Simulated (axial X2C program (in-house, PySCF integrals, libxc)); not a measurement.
Ionising TeH

All values come from calculations with an in-house relativistic program for diatomic molecules, spin-free (one-electron X2C) or two-component (2c: spin–orbit coupling with atomic mean-field Coulomb and Gaunt terms, which also bring small scalar terms), in Dyall basis sets with cores contracted in-house; open shells are unrestricted.

Basis sets: H dyall-v3z, Te dyall-cv3z. Frozen shells (counts by l): TeH Te 4s3p2d, H none, 7 electrons correlated; TeH⁺ Te 4s3p2d, H none, 6 electrons correlated. Where the outer core of a metal is frozen, bonds come out longer and ionisation energies lower.

| Hamiltonian | level | TeH state | Re (Å) | ωe (cm⁻¹) | De (eV) |
| --- | --- | --- | --- | --- | --- |
| spin-free | HF | M_S = 1/2, Λ = 1 | 1.647 | 2253.2 | 1.77 |
| spin-free | PBE0 | M_S = 1/2, Λ = 1 | 1.659 | 2150.6 | 2.88 |
| spin-free | MP2 | M_S = 1/2, Λ = 1 | 1.652 | 2208.7 | 2.72 |
| 2c | PBE0 | Ω = 3/2 | 1.663 | 2129.6 | 2.86 |

Adiabatic ionisation energy (minimum to minimum, no zero-point term) and constants of TeH⁺:

```csv
Hamiltonian,level,TeH⁺ state,IE (eV),Re (Å),ωe (cm⁻¹),De (eV),fragments
spin-free,HF,"M_S = 1, Λ = 0",7.75,1.653,2231.5,1.74,Te+ + H
spin-free,PBE0,"M_S = 1, Λ = 0",8.82,1.671,2113.7,2.79,Te+ + H
spin-free,MP2,"M_S = 1, Λ = 0",8.62,1.662,2178.4,2.44,Te+ + H
2c,PBE0,Ω = 1,9.06,1.673,2100.7,2.68,Te+ + H
```

Problem. Add the zero-point terms to the ionisation energy at PBE0, 2c, and say whether the electron removed was bonding.

Solution. IE0 = IE + (ωe⁺ − ωe)/2 = 9.06 + (-0.002) = 9.06 eV. Re changes by 0.010 Å, so the electron was nearly non-bonding.

Problem. Close the cycle De(TeH⁺) + IE(TeH) = De(TeH) + IE(Te) to find the atomic ionisation energy at PBE0, 2c.

Solution. IE(Te) = 2.68 + 9.06 − 2.86 = 8.88 eV, for the determinants used.

Each entry is the lowest single determinant of a limited PBE0 search at one distance. De goes to single-determinant-based atoms at the same level (for ions the charge split of lowest energy) and is withheld (n/a) where an atom does not fit its ground term or J level. Main or longest-lived isotopes. One determinant is a doubtful description, or other states lie close, for TeH⁺; these need not be ground states, and all values refer to the states named. Some open-shell Ω = 0 determinants are out of reach, so the Ω given for TeH⁺ need not be the lowest component. With several unpaired electrons the Ω given is that of one determinant, not necessarily of the lowest component. The functionals have no current term, which raises determinants with orbital currents.
